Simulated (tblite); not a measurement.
Compound: C₂H₁₂N₂Si₂.
SMILES with atom numbers: `[NH2:1][CH2:2][CH2:3][N:4]([SiH3:5])[SiH3:6]` (hydrogens: H7, H8 on N1; H9, H10 on C2; H11, H12 on C3; H13, H14, H15 on Si5; H16, H17, H18 on Si6)

Structure used (GFN2-xTB), in Å, numbered top down from 1:
```xyz
18
C2H12N2Si2 angstrom
N      2.755    0.123    0.532
C      1.329   -0.105    0.681
C      0.600    0.252   -0.615
N     -0.838    0.135   -0.504
Si    -1.517   -1.459   -0.612
Si    -1.695    1.486    0.173
H      3.127   -0.460   -0.210
H      3.243   -0.118    1.388
H      1.070   -1.145    0.947
H      0.966    0.545    1.482
H      0.869    1.276   -0.887
H      0.955   -0.410   -1.412
H     -0.737   -2.169   -1.629
H     -1.446   -2.205    0.654
H     -2.910   -1.292   -1.009
H     -1.641    1.515    1.642
H     -1.059    2.689   -0.366
H     -3.080    1.351   -0.267
```

Method: GFN2-xTB as coded in tblite; computed harmonic values from a numerical Hessian at the method's own geometry, unscaled. The method is semi-empirical: single wavenumbers can be off by several per cent or more. Modes of hydrogen on silicon can be 10 to 20 % off. One conformer, not necessarily the lowest.

Harmonic wavenumbers (cm⁻¹): 58.6, 74.6, 86.7, 106.8, 143.5, 223.2, 260.0, 309.8, 341.7, 428.2, 549.2, 574.4, 586.4, 598.2, 664.6, 748.1, 767.8, 790.9, 802.0, 804.6, 814.9, 835.3, 913.6, 957.2, 975.9, 1108.0, 1123.7, 1162.6, 1180.5, 1244.3, 1281.7, 1318.5, 1366.5, 1491.6, 1495.0, 1561.9, 2171.2, 2185.7, 2234.5, 2254.4, 2279.7, 2299.0, 2809.1, 2918.8, 2958.0, 2961.8, 3384.2, 3416.0.

A = 2775, B = 1423, C = 1033 MHz; mass 120.054 u (most abundant isotopes); point group C1, symmetry number 1.

Question: What is the zero-point energy?

Answer: ½Σν̃ = 29811 cm⁻¹ = 85.23 kcal/mol.

Question: Entropy at 500 K, 1 bar (ideal gas, RRHO, classical rotation)?

Answer: Translation 42.86, rotation 30.30, vibration 50.20: S = 123.4 cal/(mol K).

Question: And Cp and H(500 K) − H(0)?

Answer: Cp = 56.03 cal/(mol K), of which vibrations give 48.09 (their classical limit is 48 R = 95.4); H(500 K) − H(0) = 16.74 kcal/mol without the zero-point energy, 12.76 from vibrations.

Question: Which modes carry the vibrational entropy at 500 K?

Answer: 58.6 cm⁻¹: 5.53; 74.6 cm⁻¹: 5.05; 86.7 cm⁻¹: 4.75; 106.8 cm⁻¹: 4.34; 143.5 cm⁻¹: 3.76; 223.2 cm⁻¹: 2.90 cal/(mol K); the other 42 give 23.87 together.

Question: How do the functions run with temperature in this model?

Answer: 
```csv
T (K),S (cal/(mol K)),Cp (cal/(mol K)),H − H(0) (kcal/mol),G − H(0) (kcal/mol),ln q(vib)
100,69.4,19.2,1.34,-5.60,1.79
200,85.6,28.8,3.73,-13.38,4.52
300,99.2,39.1,7.12,-22.63,7.19
800,153.5,72.2,36.19,-86.64,19.80
1000,170.4,79.3,51.37,-119.07,24.33
```

q(vib) and H(0) count from the zero-point level.

Question: What must be added to the electronic energy to get the Gibbs energy at 500 K and 1 bar?

Answer: ZPE + [H(500 K) − H(0)] − T·S = 85.23 + 16.74 − 61.68 = 40.29 kcal/mol.

Hindered rotation and anharmonicity are outside this model. Other conformers, if any are populated, would add a mixing term that is left out. The structure is chiral; the term R ln 2 for an equal mix with its mirror image is left out.
